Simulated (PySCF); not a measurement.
WO2F, SMILES [O]=[W+](=[O])[F], charge +1, multiplicity 1. Geometry optimised at r2SCAN-D4/def2-TZVP. The spin state was assumed, not searched. The isomer is the one that the SMILES or the coordinates give; other isomers of the formula were not compared. The def2 effective core potentials stand for the cores of W; spin–orbit coupling is left out.

The numbers are results of r2SCAN-D4/def2-TZVP run with PySCF, not measurements.

Harmonic wavenumbers (cm⁻¹): 254, 270, 394, 771, 1043, 1090. Rotational constants (GHz): 6.756, 5.538, 3.961; symmetry number 1.

**Question.** Work out the zero-point energy and the ideal-gas rigid-rotor harmonic-oscillator thermochemistry at 298.15 K and 1 atm.

**Answer.** ZPE = ½ Σ hcν = ½ × 3822 cm⁻¹ = 22.86 kJ/mol. H − E(el) = 36.45 kJ/mol. Entropy in J/(mol K): translation 176.83, rotation 105.38, vibration 19.49, total 301.70. G − E(el) = -53.50 kJ/mol. Cp = 59.57 J/(mol K).
